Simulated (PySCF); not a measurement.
A structure optimised at PBE-D3(BJ)/def2-SVP, used in a PySCF frequency run:

```
C
F 1 1.4156
C 1 1.5278 2 106.75
H 3 1.1079 1 110.27 2 -59.78
H 3 1.1079 4 108.30 1 -120.74
H 3 1.1083 4 108.44 5 -117.47
C 1 1.5278 2 106.75 3 120.00
H 7 1.1079 1 110.27 2 -59.78
H 7 1.1079 8 108.30 1 -120.74
H 7 1.1083 8 108.44 9 -117.47
C 1 1.5278 2 106.75 3 -120.00
H 11 1.1079 1 110.27 2 -59.78
H 11 1.1079 12 108.30 1 -120.74
H 11 1.1083 12 108.44 13 -117.47
```
Charge 0, spin multiplicity 1.

Question: Write its SMILES, formula and point group.

Answer: CC(C)(C)F, C4H9F, C3v

Question: What are its rotational constants (standard atomic weights)?

Answer: 4.6666, 4.6666, 4.4736 GHz
